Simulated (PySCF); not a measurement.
BrSi, SMILES Br[Si] (connectivity only; charge and spin as stated), neutral, multiplicity 2. Atoms are numbered in the order given.

```xyz
2

Si     0.0000     0.0000    -1.5939
Br     0.0000     0.0000     0.6376
```
Charge 0, spin multiplicity 2.

Geometry: PBE0-D3(BJ)/def2-TZVP.

These are PBE0/def2-TZVPD (PySCF) values and carry that method's errors.

Mulliken values depend strongly on the basis, most of all with diffuse functions as here. ESP charges are fitted to the potential on shells at 1.4 to 2.0 van der Waals radii. Atomic charges (e):

| atom | ESP fit | meta-Löwdin | Mulliken spin |
|---|---|---|---|
| Si1 | 0.07 | ___ | 0.96 |
| Br2 | -0.07 | ___ | 0.04 |

Problem. Complete the blanks. (An estimate is asked for; the answer gives what the named calculation found.)

Solution. 
- Si1, meta-Löwdin: 0.18
- Br2, meta-Löwdin: -0.18
